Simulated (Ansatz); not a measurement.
`COC(F)[TeH]` + PH₃ → `P[TeH]` + `COCF` at 700 K and 1 bar (ligand exchange at a Te–C bond).

Program: Ansatz. Geometries: PBE0-D4/def2-TZVP. ΔE: electronic, gas phase. CBS: MP2 limit from def2 TZ/QZ plus the TZ coupled-cluster correction, frozen cores. This one scheme is used for every species. def2 core potentials past Kr. For Te outer-core shells are correlated without core-valence functions, which leaves a few kJ/mol of doubt a bond. Each species was taken in one conformer, which may not be the lowest.

```tsv
species	CCSD(T)/CBS energy (Eh)	H − E (kJ/mol)	S (J/(mol·K))
`COC(F)[TeH]`	-521.76601	254.1	468.1
PH₃	-342.72256	91.5	248.3
`P[TeH]`	-610.46278	106.3	350.1
`COCF`	-254.05716	247.4	371.6
```

H − E and S are ideal-gas, rigid-rotor, harmonic terms from PBE0-D4/def2-TZVP, for one conformer and one mirror image of each species. 1 Eh = 2625.50 kJ/mol, R = 8.31446 J/(mol·K).

Q: By hand: ΔE, ΔH, ΔS and ΔG.

A: ΔE = (-610.46278) + (-254.05716) − (-521.76601) − (-342.72256) = -0.03137 Eh = -82.4 kJ/mol. Δ(H − E) = 106.3 + 247.4 − 254.1 − 91.5 = 8.1, so ΔH = -74.3 kJ/mol. ΔS = 350.1 + 371.6 − 468.1 − 248.3 = 5.3 J/(mol·K). ΔG = -74.3 − 700 × (5.3)/1000 = -78.0 kJ/mol.

Q: By hand: the equilibrium constant, and the temperature at which ΔG would vanish if ΔH and ΔS stayed fixed.

A: log₁₀ K = −ΔG/(RT ln 10) = 5.8. ΔH and −TΔS have one sign here, so there is no such temperature. One of them is within its doubt of zero, so this could turn.

The number of gas molecules stays the same, so ΔS is small and ΔH decides. A doubt of 5 kJ/mol in ΔE shifts log₁₀ K by 0.4 here. Other conformers and mirror images would add mixing entropy, several J/(mol·K) or more a flexible species. These are equilibria of isolated gas molecules and say nothing of rates. Largest T1 diagnostic: 0.013 (customary marks: 0.02 for closed shells, 0.045 for open ones).
